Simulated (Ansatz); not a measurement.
This geometry of CH7NSn (10 atoms, charge 0, multiplicity 1) is a first-order saddle point.

Computed with Ansatz 0.2.0, RKS revPBE-D4/def2-SVP.

```xyz
10
Properties=species:S:1:pos:R:3
C -1.136 0.709 -0.704
N -0.475 -0.537 -0.311
Sn 1.203 -0.545 0.889
H -1.337 0.744 -1.797
H -2.119 0.839 -0.189
H -0.538 1.620 -0.475
H -0.415 -1.208 -1.081
H 1.699 -2.199 0.972
H 0.711 0.069 2.432
H 2.491 0.456 0.268
```

(1) Which two structures does it join? (They come from a converged band through this point; their orientation in space is the band's.)

(2) How far does it lie above each of them?

Results:

(1) No bond is made or broken. The dihedral H4–C1–N2–Sn3 goes from -172 to 66°. The two ends are copies of one structure, up to a mirror image or an exchange of like atoms.

First end point:

```xyz
10
Properties=species:S:1:pos:R:3
C -0.920 0.762 -0.896
N -0.364 -0.538 -0.524
Sn 0.924 -0.632 1.105
H -1.697 0.638 -1.684
H -1.432 1.218 -0.021
H -0.189 1.522 -1.276
H 0.056 -1.000 -1.341
H 1.455 -2.275 1.181
H -0.040 -0.194 2.472
H 2.290 0.448 0.987
```

Last end point:

```xyz
10
Properties=species:S:1:pos:R:3
C -1.182 0.674 -0.612
N -0.545 -0.587 -0.232
Sn 1.269 -0.509 0.779
H -0.643 1.289 -1.377
H -2.205 0.484 -1.009
H -1.309 1.317 0.286
H -0.480 -1.217 -1.041
H 1.771 -2.154 0.957
H 0.912 0.232 2.300
H 2.495 0.420 -0.047
```

(2) 2.1 kcal/mol above the first and 2.1 kcal/mol above the second. This is the barrier of this one path; another mechanism may lie lower.

Time of the run: 52 s on 1 thread of Intel(R) Xeon(R) 6975P-C (Granite Rapids), on a shared host, peak memory 0.14 GiB.
